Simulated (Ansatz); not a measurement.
`[OH][SnH2][AlH2]` + `C=C[SiH2]S` → `C=C[SiH2][S][AlH2]` + `[OH][SnH3]`  (cleavage of the Al–Sn bond)

Isolated molecules relaxed with PBE0-D4/def2-TZVP in Ansatz; ΔE leaves out vibrations. CCSD(T)/CBS adds triple-zeta CCSD(T) − MP2 to the extrapolated MP2 energy (def2 sets, frozen cores). DFT in def2-TZVPP. B3LYP here is the variant with VWN-RPA as its local correlation; programs differ in this. Elements past krypton have def2 core potentials. For Sn outer-core shells are correlated without core-valence functions, which leaves a few kJ/mol of doubt a bond. One conformer a species, not always the lowest.

Problem. Is it downhill or uphill in electronic energy at CCSD(T)/CBS, and by how much? (Estimate.)

Solution. Computed: Downhill: ΔE = -86.2 kJ/mol.

Problem. What do these levels give: B3LYP-D4, B2PLYP, MP2/def2-TZVPP, CCSD/def2-TZVPP, SCS-MP2/def2-QZVPP, CCSD/CBS(def2)? (An estimate is asked.)

Solution. Ansatz gave: B3LYP-D4 -84.9, B2PLYP -83.6, MP2/def2-TZVPP -94.5, CCSD/def2-TZVPP -86.0, SCS-MP2/def2-QZVPP -89.8, CCSD/CBS(def2) -83.9 kJ/mol.

Largest T1 diagnostic among the species: 0.014.

The D4 term adds −9.1 kJ/mol with B3LYP and −4.8 kJ/mol with PBE0; it sums over pairs of atoms, weighted by their polarisabilities, and B3LYP, whose exchange is more repulsive, gets the larger term. In def2-TZVPP, CCSD(T) changes the Hartree–Fock value by −3.2 kJ/mol (the triples alone add −2.3 kJ/mol) and MP2 by −9.4 kJ/mol. From PBE to PBE0 (25 % exact exchange), in def2-TZVPP and without D4, ΔE moves by −5.2 kJ/mol.
